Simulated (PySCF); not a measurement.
Be(Me)(SiH3) (CH6BeSi), SMILES [Be]([CH3])[SiH3].

Coordinates come from a PBE-D3(BJ)/def2-TZVP optimisation.

The numbers are results of PySCF with PBE-D3(BJ)/def2-TZVP, not measurements.

Frequencies are harmonic and unscaled.

Modes within 1.5 cm⁻¹ of each other (mostly degenerate sets) share a row, with their intensities summed.

Give all harmonic wavenumbers and intensities. (The exact figures need the calculation; the answer reports its results.)


```
mode   ν (cm⁻¹)  IR (km/mol)  Raman (Å⁴/amu)  depolarisation  moving atoms (share of kinetic energy)
-----  --------  -----------  --------------  --------------  --------------------------------------
1             9          0.0             0.0               –                                 H 100 %
2–3         164         19.7             0.3            0.75                         Be 53 %, H 42 %
4           373          0.4            22.9            0.13         C 39 %, Si 37 %, H 15 %, Be 8 %
5–6         420         13.8             1.3            0.75                          H 83 %, Si 9 %
7–8         635         52.8            10.9            0.75                 H 61 %, Be 20 %, C 17 %
9           831        169.5             2.3            0.57                                  H 91 %
10–11       907         71.1            28.1            0.75                                  H 98 %
12          988         57.8             0.5            0.00                 Be 71 %, H 17 %, C 10 %
13         1195         69.7             3.3            0.05                          H 70 %, C 26 %
14–15      1387          5.1             6.4            0.75                                  H 95 %
16         2123         43.1           273.8            0.00                                  H 99 %
17–18      2130        171.0           256.0            0.75                                  H 96 %
19         2947          0.6           178.3            0.00                                  H 97 %
20–21      3018         14.3           170.5            0.75                           H 91 %, C 9 %
```
